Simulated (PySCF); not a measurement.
## Cu2S: from structure and modes to constants

Level of theory: PBE/[S def2-TZVP, Cu def2-TZVP], no relativity, density fitting, PySCF.

The singlet minimum has C2v symmetry. Masses (u): S 31.97207, Cu 62.92960.

```xyz
3
charge 0 multiplicity 1, angstrom
S     0.0000    0.0000   -1.3415
Cu    1.2595    0.0000    0.3404
Cu   -1.2595    0.0000    0.3404
```

Harmonic wavenumbers (cm⁻¹): 133.4 (a1, ×1), 331.6 (b2, ×1), 429.3 (a1, ×1).

**Question.** What is the harmonic zero-point energy?

**Answer.** Half the sum of all 3 wavenumbers, 894/2 = 447 cm⁻¹, which is 5.3 kJ/mol (1 cm⁻¹ = 0.0119627 kJ/mol).

**Question.** Give the standard entropy (298.15 K, 1 bar) by its translational, rotational, vibrational and spin parts, and Cp.

**Answer.** Sackur–Tetrode with M = 157.83 u gives 172.0; rotation with symmetry number 2 gives 105.9; vibration 21.0; spin R ln 1 = 0.0. The total is 298.8 J/(mol K), and Cp = 4 R + 20.7 = 53.9 J/(mol K).

Only a few start shapes were tried, so a lower isomer may exist.
